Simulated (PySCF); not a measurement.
# Computed spin Hamiltonian

Compound: C2H11O2Si3 (doublet state).
Structure used (GFN2-xTB), in Å, numbered top down from 1:
```xyz
18
C2H11O2Si3 angstrom
C     -3.3918   -0.2876    0.6942
C     -2.1123   -0.0572   -0.0304
O     -2.1658   -0.3406   -1.3656
Si    -0.5613    0.5586    0.7596
O      0.4478    0.5970   -0.5251
Si     1.9388    0.7887   -1.1463
Si     3.4568   -0.3932    0.1126
H     -3.7419    0.6325    1.1637
H     -3.2581   -1.0224    1.4891
H     -4.1506   -0.6442    0.0023
H     -1.2984   -0.1524   -1.7470
H      0.0286   -0.3471    1.7557
H     -0.6312    1.9188    1.3078
H      2.1639    2.2388   -1.2028
H      1.7336    0.3140   -2.5227
H      3.3388   -0.1690    1.5596
H      3.3625   -1.8477   -0.0685
H      4.8318   -0.0276   -0.2479
```

The hyperfine couplings belong to this conformer and change with its torsions.

Identity: `C[C](O)[SiH2]O[SiH2][SiH3]` [radical].

Theory: UKS B3LYP, pcH-1 on C H O Si, non-relativistic, mean-field spin-orbit, GIAO (PySCF 2.14.0). One conformer (not necessarily the lowest) at the GFN2-xTB geometry, without solvent, vibrations or thermal averaging. GFN2-xTB frequencies show an imaginary mode (90i cm⁻¹), so this geometry is no minimum at that level. Couplings are sensitive to structure, and on GFN2-xTB geometries they can be far from those on DFT ones. No stability test was run, so a lower SCF solution isn't excluded.

```json
{
  "g1, g2, g3": "2.00218, 2.00329, 2.00466",
  "g_iso": "2.00338",
  "Form of g": "rhombic: the two nearest values differ by 45 % of g3 − g1",
  "⟨S²⟩": "0.7535 (exact 0.7500)",
  "Total energy": "-1101.83111 Eh"
}
```

Hyperfine couplings atom by atom, in mT; T1 to T3 are the principal values of the dipolar part; ρ(0) is the spin density at the nucleus (MHz turned into mT with g_iso):

```json
{"atom": "C1", "isotope": "13C", "a_iso": "-0.99", "of which spin–orbit": "0.00", "T1": "-0.07", "T2": "0.02", "T3": "0.06", "Mulliken spin population": "-0.07", "ρ(0) (bohr⁻³)": "-0.0246"}
{"atom": "C2", "isotope": "13C", "a_iso": "2.63", "of which spin–orbit": "0.00", "T1": "-2.51", "T2": "-2.47", "T3": "4.98", "Mulliken spin population": "0.82", "ρ(0) (bohr⁻³)": "0.0657"}
{"atom": "O3", "isotope": "17O", "a_iso": "-0.79", "of which spin–orbit": "0.00", "T1": "-2.60", "T2": "1.27", "T3": "1.33", "Mulliken spin population": "0.14", "ρ(0) (bohr⁻³)": "0.0366"}
{"atom": "Si4", "isotope": "29Si", "a_iso": "1.69", "of which spin–orbit": "0.00", "T1": "-0.14", "T2": "-0.01", "T3": "0.15", "Mulliken spin population": "0.00", "ρ(0) (bohr⁻³)": "-0.0534"}
{"atom": "O5", "isotope": "17O", "a_iso": "0.06", "of which spin–orbit": "0.00", "T1": "-0.01", "T2": "-0.01", "T3": "0.03", "Mulliken spin population": "0.00", "ρ(0) (bohr⁻³)": "-0.0027"}
{"atom": "Si6", "isotope": "29Si", "a_iso": "0.04", "of which spin–orbit": "0.00", "T1": "-0.01", "T2": "0.00", "T3": "0.01", "Mulliken spin population": "0.00", "ρ(0) (bohr⁻³)": "-0.0011"}
{"atom": "Si7", "isotope": "29Si", "a_iso": "-0.02", "of which spin–orbit": "0.00", "T1": "-0.01", "T2": "0.00", "T3": "0.00", "Mulliken spin population": "0.00", "ρ(0) (bohr⁻³)": "0.0008"}
{"atom": "H8", "isotope": "1H", "a_iso": "3.05", "of which spin–orbit": "0.00", "T1": "-0.17", "T2": "-0.13", "T3": "0.30", "Mulliken spin population": "0.03", "ρ(0) (bohr⁻³)": "0.0192"}
{"atom": "H9", "isotope": "1H", "a_iso": "3.08", "of which spin–orbit": "0.00", "T1": "-0.17", "T2": "-0.13", "T3": "0.30", "Mulliken spin population": "0.03", "ρ(0) (bohr⁻³)": "0.0193"}
{"atom": "H10", "isotope": "1H", "a_iso": "0.04", "of which spin–orbit": "0.00", "T1": "-0.15", "T2": "-0.13", "T3": "0.28", "Mulliken spin population": "0.00", "ρ(0) (bohr⁻³)": "0.0003"}
{"atom": "H11", "isotope": "1H", "a_iso": "-0.49", "of which spin–orbit": "0.00", "T1": "-0.48", "T2": "-0.35", "T3": "0.83", "Mulliken spin population": "-0.01", "ρ(0) (bohr⁻³)": "-0.0031"}
{"atom": "H12", "isotope": "1H", "a_iso": "1.53", "of which spin–orbit": "0.00", "T1": "-0.11", "T2": "-0.08", "T3": "0.19", "Mulliken spin population": "0.02", "ρ(0) (bohr⁻³)": "0.0096"}
{"atom": "H13", "isotope": "1H", "a_iso": "1.52", "of which spin–orbit": "0.00", "T1": "-0.11", "T2": "-0.07", "T3": "0.19", "Mulliken spin population": "0.02", "ρ(0) (bohr⁻³)": "0.0095"}
{"atom": "H14", "isotope": "1H", "a_iso": "0.02", "of which spin–orbit": "0.00", "T1": "-0.02", "T2": "-0.02", "T3": "0.04", "Mulliken spin population": "0.00", "ρ(0) (bohr⁻³)": "0.0001"}
{"atom": "H15", "isotope": "1H", "a_iso": "0.00", "of which spin–orbit": "0.00", "T1": "-0.03", "T2": "-0.03", "T3": "0.05", "Mulliken spin population": "0.00", "ρ(0) (bohr⁻³)": "0.0000"}
{"atom": "H16", "isotope": "1H", "a_iso": "0.00", "of which spin–orbit": "0.00", "T1": "-0.02", "T2": "-0.02", "T3": "0.03", "Mulliken spin population": "0.00", "ρ(0) (bohr⁻³)": "0.0000"}
{"atom": "H17", "isotope": "1H", "a_iso": "0.00", "of which spin–orbit": "0.00", "T1": "-0.01", "T2": "-0.01", "T3": "0.03", "Mulliken spin population": "0.00", "ρ(0) (bohr⁻³)": "0.0000"}
{"atom": "H18", "isotope": "1H", "a_iso": "0.02", "of which spin–orbit": "0.00", "T1": "-0.01", "T2": "-0.01", "T3": "0.02", "Mulliken spin population": "0.00", "ρ(0) (bohr⁻³)": "0.0001"}
```

The largest Mulliken spin populations are on C2 (+0.82), O3 (+0.14) and C1 (-0.07). The positive populations add up to 1.08 and the negative ones to -0.08, together 2S = 1. The angles at C2 add up to 360.0°, so it is planar.

Axes: g3 points within 1° of the O3–H11 bond.

Under fast tumbling the dipolar parts average out, and these isotropic splittings remain: 3 × 1H (H8/H9/H10, I = 1/2, 4 lines) with 2.06 mT, 2 × 1H (H12/H13, I = 1/2, 3 lines) with 1.52 mT and 1 × 1H (H11, I = 1/2, 2 lines) with 0.49 mT.

Class means assume fast exchange of nuclei equivalent by connectivity; if that motion is slow, each nucleus keeps its own coupling. The three 1H nuclei of mean +57.7 MHz run from 1.2 to 86.2 MHz in the frozen geometry.

The 13C coupling of C2 (73.8 MHz) shows only in satellite lines or after enrichment, since that isotope makes up about 1.07 % of natural carbon.

The 29Si coupling of Si4 (47.4 MHz) shows only in satellite lines or after enrichment, since that isotope makes up about 4.7 % of natural silicon.
